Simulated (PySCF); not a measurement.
A structure optimised at PBE-D3(BJ)/def2-SVP, used in a PySCF frequency run:

```
Si
O 1 1.6876
Si 2 1.6690 1 140.22
N 1 1.7534 2 102.98 3 -179.29
H 4 1.0252 1 113.25 2 0.45
Si 4 1.7449 5 117.86 1 179.94
H 3 1.5014 2 108.22 1 -179.72
H 6 1.5056 4 106.47 5 179.64
H 3 1.5074 7 109.12 2 120.90
H 3 1.5074 7 109.12 9 118.21
H 6 1.5088 8 108.61 4 121.99
H 6 1.5089 8 108.56 11 115.94
C 1 1.8794 2 109.81 3 61.76
H 13 1.1086 1 110.58 2 55.24
H 13 1.1095 14 108.39 1 122.74
H 13 1.1099 14 107.88 15 116.28
C 1 1.8796 2 109.77 3 -60.30
H 17 1.1086 1 110.59 2 -55.25
H 17 1.1095 18 108.38 1 -122.76
H 17 1.1099 18 107.87 19 -116.27
```
Charge 0, spin multiplicity 1.

Write its SMILES and formula.

C[Si](C)(N[SiH3])O[SiH3], C2H13NOSi3

What are its rotational constants (standard atomic weights)?

2.5706, 0.68424, 0.66173 GHz
